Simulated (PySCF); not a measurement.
# TcO₃: from structure and modes to constants

Computed with UB3LYP in PySCF with Tc def2-SVP with ECP28, O def2-SVP; scalar-relativistic core potentials, no spin–orbit coupling; density-fitted integrals.

The doublet minimum has C3v symmetry. Masses (u): Tc 98.90722, O 15.99492.

```xyz
4
charge 0 multiplicity 2, angstrom
Tc    0.0000    0.0000   -0.1144
O     1.6446    0.0000    0.2378
O    -0.8223    1.4243    0.2378
O    -0.8223   -1.4243    0.2378
```

Harmonic wavenumbers (cm⁻¹): 178.4 (a1, ×1), 324.8 (e, ×2), 1008.2 (e, ×2), 1010.1 (a1, ×1).

Task: What is the harmonic zero-point energy?

Result: Half the sum of all 6 wavenumbers, 3855/2 = 1927 cm⁻¹, which is 23.1 kJ/mol (1 cm⁻¹ = 0.0119627 kJ/mol).

Task: Find the vibrational entropy and heat capacity at 298.15 K.

Result: With u = 1.43878 ω/T, each mode gives S = R[u/(eᵘ−1) − ln(1−e⁻ᵘ)] and C = R u² eᵘ/(eᵘ−1)².
```json
{"ω (cm⁻¹)": "178.4", "u": "0.861", "S (J/(mol K))": "9.81", "C (J/(mol K))": "7.82"}
{"ω (cm⁻¹)": "324.8 (×2)", "u": "1.567", "S (J/(mol K))": "5.38", "C (J/(mol K))": "6.80"}
{"ω (cm⁻¹)": "1008.2 (×2)", "u": "4.865", "S (J/(mol K))": "0.38", "C (J/(mol K))": "1.54"}
{"ω (cm⁻¹)": "1010.1", "u": "4.875", "S (J/(mol K))": "0.38", "C (J/(mol K))": "1.53"}
```
The sums over all modes are S = 21.7 and C = 26.0 J/(mol K); the softest mode gives 45 % of the entropy (each member, where degenerate).

Task: Give the standard entropy (298.15 K, 1 bar) by its translational, rotational, vibrational and spin parts, and Cp.

Result: Sackur–Tetrode with M = 146.89 u gives 171.1; rotation with symmetry number 3 gives 94.8; vibration 21.7; spin R ln 2 = 5.8. The total is 293.4 J/(mol K), and Cp = 4 R + 26.0 = 59.3 J/(mol K).

Only a few start shapes were tried, so a lower isomer may exist. Other spin states or occupations of the open shell can lie lower.
